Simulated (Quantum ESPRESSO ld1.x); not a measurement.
Radial electron density D(r) = 4 pi r^2 rho(r) of an atom or ion with 1 electrons. Calculated with ld1.x of Quantum ESPRESSO 7.5: scalar-relativistic Kohn-Sham, PBEsol, spin-unpolarised, spherical densities, point nucleus.

| r (bohr) | D(r) (e/bohr) |
|---|---|
| 0.001673 | 0.3183 |
| 0.001798 | 0.3636 |
| 0.001948 | 0.4212 |
| 0.002093 | 0.4805 |
| 0.002267 | 0.5558 |
| 0.002436 | 0.6332 |
| 0.002639 | 0.7312 |
| 0.002836 | 0.8316 |
| 0.003048 | 0.9450 |
| 0.003302 | 1.088 |
| 0.003549 | 1.234 |
| 0.003844 | 1.417 |
| 0.004131 | 1.603 |
| 0.004475 | 1.835 |
| 0.004809 | 2.070 |
| 0.005168 | 2.331 |
| 0.005599 | 2.656 |
| 0.006017 | 2.981 |
| 0.006518 | 3.381 |
| 0.007005 | 3.779 |
| 0.007588 | 4.265 |
| 0.008154 | 4.744 |
| 0.008763 | 5.264 |
| 0.009493 | 5.890 |
| 0.0102 | 6.496 |
| 0.01105 | 7.216 |
| 0.01188 | 7.903 |
| 0.01287 | 8.706 |
| 0.01383 | 9.458 |
| 0.01486 | 10.23 |
| 0.0161 | 11.10 |
| 0.0173 | 11.89 |
| 0.01874 | 12.75 |
| 0.02014 | 13.49 |
| 0.02181 | 14.26 |
| 0.02344 | 14.89 |
| 0.02519 | 15.42 |
| 0.02729 | 15.90 |
| 0.02933 | 16.20 |
| 0.03177 | 16.35 |
| 0.03414 | 16.33 |
| 0.03699 | 16.10 |
| 0.03975 | 15.70 |
| 0.04272 | 15.13 |
| 0.04627 | 14.29 |
| 0.04973 | 13.38 |
| 0.05387 | 12.21 |
| 0.05789 | 11.04 |
| 0.06271 | 9.677 |
| 0.06739 | 8.418 |
| 0.07243 | 7.172 |
| 0.07846 | 5.847 |
| 0.08431 | 4.743 |
| 0.09134 | 3.646 |
| 0.09816 | 2.793 |
| 0.1063 | 2.005 |
| 0.1143 | 1.437 |
| 0.1228 | 0.9944 |
| 0.133 | 0.6317 |
| 0.143 | 0.4022 |
| 0.1549 | 0.2312 |
| 0.1664 | 0.1336 |
| 0.1803 | 0.06838 |
| 0.1937 | 0.03529 |

What is the nuclear charge?

Answer. Z = 30. The innermost maximum, from 1s, lies near gamma/Z bohr with gamma = sqrt(1 - (Z/c)^2) = 0.976, here 0.0325 bohr (found: 0.0325), and its height grows with Z. The density is that of the zinc ion Zn29+ in 1s1; the configuration itself is not fixed sharply by these data, and Z only to about a unit. D(r) has 1 maximum, at r = 0.0325 bohr.
